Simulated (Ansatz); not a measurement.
Species: CH5Si, charge 1, singlet. CH5Si+ (parent SMILES C[SiH2], singlet).
B3LYP-D3(BJ)/def2-TZVP minimum from Ansatz (an electronic-structure program):
```xyz
7

C     -1.1612    -0.1833    -0.0234
Si     0.6290     0.0975     0.0012
H     -1.6856     0.5642    -0.6217
H     -1.4132    -1.1965    -0.3423
H     -1.5127    -0.0726     1.0166
H      1.1970     1.4431    -0.1584
H      1.5753    -1.0030     0.2299
```
Charge +1, spin multiplicity 1.

Total energies in aug-cc-pV(D+d)Z, 12 correlated electrons, 6 frozen orbitals. Radicals and triplets start from unrestricted determinants; spin-orbit coupling is neglected. Correlated methods leave the cores frozen. No relativity. The spin of CH5Si+ (parent SMILES C[SiH2], singlet) was assumed, and the state is the lowest solution found for it.

```tsv
method	program	energy (Eh)	minus CCSDT(Q) (mEh)
HF	Ansatz	-329.42676	280.72
MP2	Ansatz	-329.66204	45.45
CCSD	Ansatz	-329.69891	8.58
CCSD(T)	Ansatz	-329.70629	1.19
CCSDT(Q)	Ansatz	-329.70748	0.00
```

Rough core times of Ansatz's runs on a shared machine: CCSD(T) under 20 s, CCSDT(Q) 5 min.
